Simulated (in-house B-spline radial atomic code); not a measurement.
RPA and G0W0 for Cs, [Xe] 6s1, highest spin, as one setting changes: the share of exact exchange in the PBE hybrid start. A dash marks a level of low quasi-particle weight. Computed with a B-spline radial code for spherical atoms: all electrons, scalar-relativistic (spin-free one-electron X2C), finite nucleus, each spin shell either full or empty, empty states to l = 9 with an (l + 1/2)⁻⁴ tail; G0W0 by contour deformation at full frequency.

RPA overbinds a lone outer s electron by self-correlation, and G0W0 tends to as well.

| share of exact exchange in the PBE hybrid start | mean-field level (eV) | G0W0 level (eV) | RPA correlation (Eh) |
| --- | --- | --- | --- |
| 0 | -2.266 | - | -4.3281 |
| 0.1 | ? | ? | ? |
| 0.2 | -2.583 | - | -4.2446 |
| 0.3 | ? | ? | ? |
| 0.4 | -2.893 | 6s up -4.132 | -4.1677 |
| 0.5 | -3.045 | 6s up -4.127 | -4.1313 |
| 0.6 | -3.195 | 6s up -4.117 | -4.0961 |
| 0.7 | -3.344 | 6s up -4.105 | -4.062 |
| 0.8 | -3.490 | 6s up -4.090 | -4.029 |
| 0.9 | -3.634 | 6s up -4.075 | -3.9969 |
| 1 | -3.776 | 6s up -4.058 | -3.9657 |

Q: What belongs in the row for 0.1?

A: mean-field level (eV): -2.425; G0W0 level (eV): -; RPA correlation (Eh): -4.2854.

Q: What belongs in the row for 0.3?

A: mean-field level (eV): -2.739; G0W0 level (eV): 6s up -4.129; RPA correlation (Eh): -4.2054.
